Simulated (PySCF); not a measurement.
# Vibration and rotation of SbO

UHF-CCSD(T) constants of SbO, ²Π (doublet), unpaired electrons π ↑ (basis Sb def2-TZVPP with ECP28, O def2-TZVPP; scalar-relativistic core potentials; PySCF 2.14; masses 120.9038 and 15.9949 u):

```
ωe              : 819.1 cm⁻¹
ωexe            : 4.39 cm⁻¹
Be              : 0.35681 cm⁻¹
αe              : 0.00222 cm⁻¹
D (centrifugal) : 2.71e-07 cm⁻¹
De to Sb + O    : 3.85 eV
```

(1) Give the vibrational terms G(v) and spacings up to v = 6.

(2) How well does the Morse estimate ωe²/(4ωexe) reproduce De, and what is D0?

Correlated steps freeze 5 core orbitals. These are scalar-relativistic numbers at best; spin–orbit coupling would shift them, the dissociation energy most. The state is the lowest determinant that a PBE0 search found; another state may lie lower at other levels.

## Answers

(1) G(v) = ωe(v+½) − ωexe(v+½)².

```json
{"v": "0", "G(v) (cm⁻¹)": "408", "G(v) − G(v−1)": "", "Bv (cm⁻¹)": "0.3557"}
{"v": "1", "G(v) (cm⁻¹)": "1219", "G(v) − G(v−1)": "810", "Bv (cm⁻¹)": "0.3535"}
{"v": "2", "G(v) (cm⁻¹)": "2020", "G(v) − G(v−1)": "802", "Bv (cm⁻¹)": "0.3513"}
{"v": "3", "G(v) (cm⁻¹)": "2813", "G(v) − G(v−1)": "793", "Bv (cm⁻¹)": "0.3490"}
{"v": "4", "G(v) (cm⁻¹)": "3597", "G(v) − G(v−1)": "784", "Bv (cm⁻¹)": "0.3468"}
{"v": "5", "G(v) (cm⁻¹)": "4372", "G(v) − G(v−1)": "775", "Bv (cm⁻¹)": "0.3446"}
{"v": "6", "G(v) (cm⁻¹)": "5139", "G(v) − G(v−1)": "766", "Bv (cm⁻¹)": "0.3424"}
```

(2) It gives 4.74 eV, 123 % of the computed De. D0 = De − G(0) = 3.85 − 0.05 = 3.80 eV.
